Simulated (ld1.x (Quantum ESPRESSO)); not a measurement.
S: from the effect back to the setting (ultrasoft)

Base potential:

sulfur (S), ultrasoft, made with ld1.x (Quantum ESPRESSO) 7.5 (PBE, fully relativistic). Core [Ne], reference 3s2 3p2.5 (charge +1.5). Waves: 3s (bound): rcut 1.15, rcutus 1.25 bohr; 3s channel at -1.7 Ry: rcut 1.15, rcutus 1.25 bohr; 3p (bound): rcut 1.25, rcutus 1.70 bohr; 3p channel at -1.15 Ry: rcut 1.25, rcutus 1.70 bohr. Local part: all-electron potential smoothed inside 1.45 bohr (lloc = -1). Core correction: a·sin(br)/r model core inside 1.25 bohr. Augmentation charge: PSQ, inside the norm-conserving radii.

Open shells are filled in proportion to 2j + 1 (rel_dist='average').

Cutoffs, loose and tight: the cutoffs (Ry, on a coarse ladder) from which the occupation-weighted sum of valence levels, in a spherical-Bessel basis at the reference potential, stays within 10 and 1 mRy of its value at 400 Ry. They do not see the model core or the augmentation charge, which bear on the density cutoff. Test errors are all-electron minus pseudo excitation energies from the reference, over the configurations 3s2 3p4; 3s2 3p3; 3s2 3p2; 3s1 3p4; 3s1 3p5; 3s0 3p6; 3s2 3p4.3; variants that change the core or the reference have their own tests. The largest error is taken over the tests solved by every variant that gives reliable tests at all, those not shown here included: 3s2 3p2; 3s2 3p3; 3s2 3p4.

Only the scale of all radii but the core radius (base = 1) is moved (4 further runs of the sweep failed or gave no value and are left out):

```json
{"scale of all radii but the core radius (base = 1)": "0.99", "cutoff, loose": "25 Ry", "cutoff, tight": "45 Ry", "bound ghosts": "none", "largest test error (meV)": "+71"}
{"scale of all radii but the core radius (base = 1)": "1.07", "cutoff, loose": "21 Ry", "cutoff, tight": "40 Ry", "bound ghosts": "none", "largest test error (meV)": "+1.5"}
{"scale of all radii but the core radius (base = 1)": "1.14", "cutoff, loose": "18 Ry", "cutoff, tight": "35 Ry", "bound ghosts": "none", "largest test error (meV)": "+1.9"}
{"scale of all radii but the core radius (base = 1)": "1.29", "cutoff, loose": "15 Ry", "cutoff, tight": "21 Ry", "bound ghosts": "none", "largest test error (meV)": "+2.1"}
```

Question: One more run gave cutoff, loose: 15 Ry; cutoff, tight: 30 Ry; bound ghosts: none; largest test error (meV): +2.1. Which value of the scale of all radii but the core radius (base = 1) was used?

Answer: 1.23. The tight cutoff moves one way along this sweep, from 45 Ry at 0.99 to 21 Ry at 1.29, which places the run between 1.14 and 1.29.
